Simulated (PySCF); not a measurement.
Atoms are numbered as in `[SiH3:1][SiH:2]([SiH3:3])[CH:4]1[CH2:5][CH2:6][CH2:7]1`. Hydrogens are named by the atom that carries them. Ha(C5), Ha(C6), Ha(C7) are cis to Si2 on the ring; Hb(C5), Hb(C6), Hb(C7) are trans to Si2 on the ring.

- PBE0/pcSseg-1 with gauge-including orbitals
- coordinates at the GFN2-xTB level
- code: PySCF 2.14.0 with density-fitted response routines
- single conformer, gas phase, averaged over atoms made equivalent by symmetry, fast rotation or ring inversion, non-relativistic Hamiltonian

Task: Predict the 2D correlation tables (HSQC, COSY, HMBC).

Result: 

HSQC (one-bond C–H):
```tsv
δH	δC
2.30 (Hb(C6))	21.2 (C6)
2.29 (Hb(C5)/Hb(C7))	28.6 (C5/C7)
2.14 (Ha(C6))	21.2 (C6)
2.03 (Ha(C5)/Ha(C7))	28.6 (C5/C7)
2.00 (H(C4))	18.4 (C4)
```

COSY cross peaks (H two or three bonds apart, from the bond graph; peaks can be absent where the dihedral angle is near 90°):
```tsv
δH	δH
3.82 (H(Si2))	3.40 (H(Si1)/H(Si3))
3.82 (H(Si2))	2.00 (H(C4))
2.30 (Hb(C6))	2.29 (Hb(C5)/Hb(C7))
2.30 (Hb(C6))	2.14 (Ha(C6))
2.30 (Hb(C6))	2.03 (Ha(C5)/Ha(C7))
2.29 (Hb(C5)/Hb(C7))	2.14 (Ha(C6))
2.29 (Hb(C5)/Hb(C7))	2.03 (Ha(C5)/Ha(C7))
2.29 (Hb(C5)/Hb(C7))	2.00 (H(C4))
2.14 (Ha(C6))	2.03 (Ha(C5)/Ha(C7))
2.03 (Ha(C5)/Ha(C7))	2.00 (H(C4))
```

HMBC (two and three bonds, from the bond graph):
```tsv
δH	δC
3.82 (H(Si2))	28.6 (C5/C7), 18.4 (C4)
3.40 (H(Si1)/H(Si3))	18.4 (C4)
2.30 (Hb(C6))	28.6 (C5/C7), 18.4 (C4)
2.29 (Hb(C5)/Hb(C7))	28.6 (C5/C7), 21.2 (C6), 18.4 (C4)
2.14 (Ha(C6))	28.6 (C5/C7), 18.4 (C4)
2.03 (Ha(C5)/Ha(C7))	28.6 (C5/C7), 21.2 (C6), 18.4 (C4)
2.00 (H(C4))	28.6 (C5/C7), 21.2 (C6)
```

Chemical shifts δ = σref − σ; 1H (31.72 ppm), 13C (186.93 ppm) vs TMS, all at this level.

Short H···H contacts in this conformer between protons four or more bonds apart (candidates for NOE cross peaks, intensity ∝ r⁻⁶): H(Si2)···Ha(C7) 2.79 Å.

Shifts are as computed. Against solution values, carbons near 30 ppm lie about +3 ppm off and those near 130 ppm about +5 ppm. Of 1309 compounds with measured shifts, 239 miss one by over three times the rms of a fit or turn the order of signals round; such compounds aren't used in these exercises.
